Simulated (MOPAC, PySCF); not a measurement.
H4ClInN2, SMILES `[Cl][In]([NH2])[NH2]`, neutral singlet in the gas phase. 

Cartesian coordinates (Å):
```xyz
8

N     -1.7559    -0.5208     0.1083
In    -0.0071     0.4465     0.0912
N      1.8429    -0.3101     0.1206
Cl    -0.1447     2.7558     0.4052
H     -2.5863     0.0202    -0.0749
H     -1.8275    -1.4321    -0.3153
H      2.6045     0.3251    -0.0594
H      2.0223    -1.2053    -0.3054
```
Charge 0, multiplicity 1.

All levels are single points at this geometry (CAM-B3LYP-D3(BJ)/def2-TZVP); Pople sets use spherical d functions. Orbital energies aren't observables, and empty levels follow the basis.

```tsv
level	HOMO (eV)	LUMO (eV)	gap (eV)	dipole (D)	vertical IE, Delta-SCF (eV)
CAM-B3LYP-D3(BJ)/def2-TZVP in PySCF	-8.68	-0.35	8.33	3.54	–
TPSSh-D3(BJ)/def2-TZVP in PySCF	-6.47	-1.62	4.84	3.49	–
B3LYP/6-311+G** (LANL2DZ on In) in PySCF	-7.11	-1.62	5.49	3.68	–
B3LYP/6-31G* (LANL2DZ on In) in PySCF	-6.63	-1.09	5.53	4.01	8.91
B3LYP/LANL2DZ in PySCF	-6.79	-1.33	5.45	4.37	–
BP86/6-31G* (LANL2DZ on In) in PySCF	-5.59	-1.81	3.78	3.98	–
M06-2X/6-31G* (LANL2DZ on In) in PySCF	-8.32	-0.16	8.16	4.08	–
PBE/6-31G* (LANL2DZ on In) in PySCF	-5.49	-1.75	3.74	3.96	8.59
SVWN5/6-31G* (LANL2DZ on In) in PySCF	-5.58	-1.83	3.75	4.05	–
HF/6-31G* (LANL2DZ on In) in PySCF	-10.54	1.97	12.51	4.25	–
AM1 in MOPAC	-9.68	-1.56	8.12	3.07	–
PM3 in MOPAC	-9.36	-1.98	7.38	2.96	–
PM6 in MOPAC	-9.78	-0.44	9.34	4.08	–
```
